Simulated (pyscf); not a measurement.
## Hydrogen shift: cyclic C₅H₈ (SMILES C1=CCCC1) → cyclic C₅H₈ (SMILES [C]1CCCC1) [singlet]

Gas phase, singlet surface, charge 0. Bonds broken: C1–H12. Bonds formed: C5–H12. Structures and frequencies: ωB97X-D3(BJ)/def2-SVP in PySCF.

Transition state (Å):

```xyz
13

C      0.7131     0.4379    -0.6166
C     -0.1461     0.7057    -1.8434
C     -1.6040     0.9575    -1.3904
C     -1.6876     0.2519    -0.0271
C     -0.2292     0.2414     0.4087
H      0.2589     1.4898    -2.5016
H     -0.0695    -0.2372    -2.4181
H     -2.3557     0.6022    -2.1112
H     -1.7696     2.0404    -1.2559
H     -2.0174    -0.7983    -0.1242
H     -2.3607     0.7381     0.6955
H      0.4190     1.3342     0.3253
H      0.0659    -0.0584     1.4241
```

One imaginary mode, 895i cm⁻¹; descent along it reached the two sides named.

| bond | change | reactant side (Å) | saddle | product side |
|---|---|---|---|---|
| C1–H12 | breaks | 1.094 | 1.333 | 1.945 |
| C5–H12 | forms | 2.158 | 1.273 | 1.119 |

Electronic energies relative to the reactant's lowest minimum found (kcal/mol):

```tsv
level	barrier	reaction energy	reverse barrier
ωB97X-D3(BJ)/def2-TZVP	70.7	+64.9	5.8
PBE/def2-TZVP	69.6	+67.1	2.5
r²SCAN/def2-TZVP	70.3	+66.5	3.7
B3LYP-D3(BJ)/def2-TZVP	72.3	+66.5	5.8
PBE0-D3(BJ)/def2-TZVP	70.7	+66.9	3.8
M06-2X/def2-TZVP	71.0	+66.8	4.2
ωB97M-D3(BJ)/def2-TZVP	69.7	+64.5	5.2
HF/def2-TZVP	72.5	+60.4	12.2
```

With ωB97M-D3(BJ)/def2-TZVP energies and thermal terms (ideal gas, 1 atm, RRHO with modes under 100 cm⁻¹ raised to 100, one conformer, R ln 2 for rigid chiral ones), in kcal/mol:

```csv
T (K),ΔH‡,ΔG‡,ΔH,ΔG
298,66.4,66.1,+62.5,+62.3
600,66.2,65.9,+62.9,+62.0
900,66.0,65.8,+63.2,+61.5
1200,65.7,65.7,+63.4,+61.0
```

This is the saddle that the search found; another between the same sides may lie lower.
